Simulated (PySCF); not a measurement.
# Frontier levels across methods

C5H9B.
Structure used (PBE0-D3(BJ)/def2-SVP), in Å, numbered top down from 1:
```
atom  x, y, z in Å
C1     3.5605   -0.0227    0.1627
C2     2.1406    0.1013   -0.1002
C3     0.9433    0.2043   -0.3264
B4    -0.5404    0.3388   -0.5998
C5    -1.6114   -0.0794    0.4674
C6    -3.0688    0.2193    0.1439
H7     3.8180    0.3988    1.1473
H8     4.1658    0.4876   -0.6026
H9     3.8539   -1.0848    0.1748
H10   -0.8814    0.7668   -1.6842
H11   -1.4567   -1.1665    0.6273
H12   -1.3149    0.3556    1.4408
H13   -3.3770   -0.2637   -0.7966
H14   -3.7525   -0.1288    0.9341
H15   -3.2370    1.3004    0.0175
```

Basis pcSseg-1 throughout (PySCF), one geometry. The structure is a single PBE0-D3(BJ)/def2-SVP conformer in the gas phase; no vibrational or solvent corrections.

Q: How do the orbital energies, the gap and the dipole change with the method?

A: 
| method | kind | HOMO (eV) | LUMO (eV) | gap (eV) | μ (D) | SCF cycles |
| --- | --- | --- | --- | --- | --- | --- |
| BLYP | GGA | -5.93 | -2.29 | 3.63 | 1.92 | 15 |
| OPBE | GGA | -6.02 | -2.33 | 3.69 | 1.88 | 14 |
| B97-D | GGA | -6.04 | -2.29 | 3.74 | 1.88 | 14 |
| PBE | GGA | -6.07 | -2.46 | 3.60 | 1.95 | 14 |
| KT2 | GGA | -6.10 | -2.48 | 3.62 | 1.95 | 14 |
| KT3 | GGA | -6.11 | -2.40 | 3.71 | 1.88 | 14 |
| BP86 | GGA | -6.17 | -2.54 | 3.63 | 1.94 | 14 |
| LDA | LDA | -6.20 | -2.70 | 3.49 | 2.02 | 15 |
| B97-2 | global hybrid | -7.03 | -1.55 | 5.48 | 1.81 | 13 |
| B3LYP | global hybrid | -7.06 | -1.74 | 5.31 | 1.83 | 14 |
| PBE0 | global hybrid | -7.28 | -1.56 | 5.72 | 1.83 | 14 |
| mPW1PW91 | global hybrid | -7.30 | -1.56 | 5.74 | 1.81 | 14 |
| BHandHLYP | global hybrid | -8.35 | -0.51 | 7.84 | 1.73 | 13 |
| CAM-B3LYP | range-separated hybrid | -8.61 | -0.45 | 8.16 | 1.76 | 13 |
| wB97X-D | range-separated hybrid | -9.13 | 0.26 | 9.39 | 1.75 | 13 |
| HF | Hartree–Fock | -9.97 | 2.07 | 12.04 | 1.62 | 12 |
| LC-wPBE | range-separated hybrid | -9.99 | 0.66 | 10.65 | 1.67 | 13 |

The HOMO spans 4.06 eV, from BLYP down to LC-wPBE, and the gap runs from 3.49 eV (LDA) to 12.04 eV (HF). Over the methods BLYP (0 %), OPBE (0 %), B97-D (0 %), PBE (0 %), KT2 (0 %), KT3 (0 %), BP86 (0 %), LDA (0 %), B97-2 (21 %), B3LYP (20 %), PBE0 (25 %), mPW1PW91 (25 %), BHandHLYP (50 %), HF (100 %), a straight line through the gap against the share of exact exchange rises by 0.84 eV for each 10 % (correlation coefficient 1.000). The dipole ranges from 1.62 D (HF) to 2.02 D (LDA). This basis has no diffuse functions.
